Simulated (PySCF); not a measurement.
# Low-lying terms of Be (beryllium, neutral)

Ground state [He] 2s2, ¹S. Computed with PySCF 2.14 in aug-cc-pVTZ-DK with one added diffuse shell each of s, p, d, f type (6s5p4d3f, 62 functions), with scalar relativity by spin-free X2C-1e. Vertical excitation energies in eV without spin-orbit coupling; excited terms of each kind are numbered among those the solver found. Frozen: nothing.

```
 term  leading excitation  EOM-EE-CCSD  measured centre of gravity (NIST)
1 3P°              2s → p        2.716                       2.725 (2s2p)
1 1P°              2s → p        5.310                       5.277 (2s2p)
 1 3S              2s → s        6.444                       6.457 (2s3s)
 1 1S              2s → s        6.764                       6.779 (2s3s)
2 3P°              2s → p        7.411                                n/a
2 1P°              2s → p        7.522                                n/a
 1 3D              2s → d        7.788                                n/a
 2 3S              2s → s        7.976                                n/a
 2 1S              2s → s        8.082                                n/a
 1 1D              2s → d        8.298                                n/a
```

Only the lower part of the computed list is shown. Doubly excited terms such as np² are absent. The solver can miss terms. Rydberg members are limited by the diffuse functions of the basis.
